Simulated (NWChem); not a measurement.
Molecule: CHFO3Si; SMILES F[SiH]1OC(O1)=O

```xyz
7

O     -0.3554    -2.3812     0.0000
C     -0.0885    -1.2229     0.0000
O      0.1121    -0.3823     1.1018
Si     0.4241     0.8881     0.0000
F     -0.6807     2.0636     0.0000
O      0.1121    -0.3823    -1.1018
H      1.7700     1.4990     0.0000
```
Atoms are numbered in this order, from 1.

All runs: NWChem. Pople sets run with spherical d functions. Geometry: optimised at PBE-D3(BJ)/def2-SVP.

For level BHandHLYP/6-31G*:

```yaml
highest occupied level (eV): -10.79
orbital gap (eV): 11.40
dipole (D): 4.05
```

Task: Estimate the same quantities for level LC-wPBE (HJS exchange hole, range parameter 0.4 per bohr)/6-31G*.

Result: The highest occupied level (eV) is -11.95 and the orbital gap (eV) comes out as 14.01. The dipole (D) is 3.90.
